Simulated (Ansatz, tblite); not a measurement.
Cost and result up the ladder for Al7 (7 atoms). The state is a doublet with charge 0. Geometry: r2SCAN-D4/def2-SVP.

Cartesian coordinates in Å:
```
Al -2.0378 -0.5305 0.2138
Al -0.5497 0.5803 -1.5673
Al -0.1087 -0.3374 2.0871
Al 0.2154 -1.7460 -0.0421
Al 1.5141 0.7829 0.4336
Al 1.7904 -0.5834 -1.7882
Al -0.8237 1.8341 0.6631
```

Ansatz on 4 threads of Intel Xeon 6975P-C on a shared host; xTB runs through tblite on one thread. Times are rough, summed over both states, and most runs start from the orbitals of an earlier one. ωB97X-V/def2-TZVP serves as the yardstick here, not as an exact answer. The other state is a quartet at its own geometry, which has other bonds, so the gap mixes isomer and spin.

The xTB rows come from tblite. B3LYP takes the VWN-RPA correlation. The structure comes from a short search, and lower isomers may exist.

Run but left out: HF/def2-SVP, HF/def2-TZVP, MP2/def2-SVP, MP2/def2-TZVP, CCSD/def2-SVP, CCSD(T)/def2-SVP (doublet: ⟨S²⟩ 2.35 to 2.37, where a pure state has 0.75).

xTB has no spin-polarisation term.

```tsv
level	functions	wall time	quartet − doublet (eV)	difference from ωB97X-V/def2-TZVP (eV)
GFN1-xTB	63	0.026 s	0.54	-0.41
GFN2-xTB	63	0.16 s	0.18	-0.78
PBE-D4/def2-TZVP	259	11 s	1.11	0.16
r2SCAN-D4/def2-TZVP	259	27 s	0.91	-0.04
B3LYP-D4/def2-TZVP	259	32 s	1.14	0.19
PBE0-D4/def2-TZVP (with forces)	259	40 s	0.99	0.03
ωB97X-V/def2-TZVP	259	69 s	0.95	0.00
```
